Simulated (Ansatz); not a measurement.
Ansatz (a quantum-chemistry and plane-wave program) input (BLYP/def2-TZVPD):

Ansatz 0.2 input:
```yaml
crystal:
  periodic: [false, false, false]
  atoms:
    - {symbol: Ge, position_ang: [-1.51840703, -0.08161206, 0.22569907]}
    - {symbol: C, position_ang: [0.39687883, 0.01834562, -0.04245288]}
    - {symbol: C, position_ang: [1.35027131, -0.12678212, 0.90356147]}
    - {symbol: C, position_ang: [2.69897520, 0.01453807, 0.32183116]}
    - {symbol: C, position_ang: [2.51588853, 0.24388766, -0.97586416]}
    - {symbol: C, position_ang: [1.08350050, 0.27767815, -1.37657319]}
    - {symbol: H, position_ang: [-2.19619200, 1.24018104, -0.18583791]}
    - {symbol: H, position_ang: [-2.13025740, -1.20967546, -0.62811839]}
    - {symbol: H, position_ang: [-1.79112240, -0.35763233, 1.71395980]}
    - {symbol: H, position_ang: [1.17123088, -0.32112252, 1.95335031]}
    - {symbol: H, position_ang: [3.62750913, -0.05893107, 0.86721216]}
    - {symbol: H, position_ang: [0.84066419, -0.48856531, -2.11912681]}
    - {symbol: H, position_ang: [0.79410645, 1.24132746, -1.80682370]}
basis:
  gaussian:
    orbitals: def2-TZVPD
hamiltonian:
  xc: {name: BLYP}
magnetization: {spin_polarized: true, initial_magnetization: 1}
output: {forces: true}
```

End of the output:

```
integrals: 0.31 GiB planned
1600 factors; their error is unknown
0.52 GiB of the device are held for the grids
2.08 GiB of device memory are held for the factors and their scratch space
mean field: 2.32 GiB planned
mean field evaluation 1: about -61797.9859 eV, gradient 5.9e1 eV
mean field evaluation 2: about -61710.7756 eV, gradient 1.4e2 eV
mean field evaluation 4: about -61813.7620 eV, gradient 1.2e1 eV
mean field evaluation 8: about -61814.4781 eV, gradient 1.8e-1 eV
mean field evaluation 16: about -61814.4383 eV, gradient 4.5e-3 eV
mean field evaluation 32: about -61812.7707 eV, gradient 1.6e-5 eV
mean field -61814.43830331 eV, -2271.6387083156 hartree, gradient 3.1e-5 eV, S^2 0.758251; 3 other end points of the search recorded, 0 dependent functions left out
the calculation of the forces begins
reference -61814.43873564 eV, -2271.6387242035 hartree; 35, 34 occupied and 267, 268 virtual orbitals, 1600 factors
Total energy: -61814.43873564 eV, -2271.6387242035 hartree
Atom 0 at    -1.518407    -0.081612     0.225699 Å, force    -0.144777    -0.006027     0.011800 eV/Å
Atom 1 at     0.396879     0.018346    -0.042453 Å, force    -0.337135     0.024884    -0.188094 eV/Å
Atom 2 at     1.350271    -0.126782     0.903561 Å, force     0.257699    -0.053379     0.334090 eV/Å
Atom 3 at     2.698975     0.014538     0.321831 Å, force     0.186635    -0.056227     0.339271 eV/Å
Atom 4 at     2.515889     0.243888    -0.975864 Å, force     0.177260     0.091192    -0.478701 eV/Å
Atom 5 at     1.083500     0.277678    -1.376573 Å, force     0.016573     0.022901    -0.124380 eV/Å
Atom 6 at    -2.196192     1.240181    -0.185838 Å, force    -0.093816     0.143503    -0.042529 eV/Å
Atom 7 at    -2.130257    -1.209675    -0.628118 Å, force    -0.086609    -0.124275    -0.090872 eV/Å
Atom 8 at    -1.791122    -0.357632     1.713960 Å, force    -0.043797    -0.030988     0.165120 eV/Å
Atom 9 at     1.171231    -0.321123     1.953350 Å, force    -0.020720    -0.044116     0.241274 eV/Å
Atom 10 at     3.627509    -0.058931     0.867212 Å, force     0.207374    -0.018538     0.133599 eV/Å
Atom 11 at     0.840664    -0.488565    -2.119127 Å, force    -0.054867    -0.140830    -0.180323 eV/Å
Atom 12 at     0.794106     1.241327    -1.806824 Å, force    -0.063822     0.191900    -0.120254 eV/Å
Dipole moment:    -0.033639    -0.005315     0.024426 e Å
```

It need not be the lowest isomer of its formula.
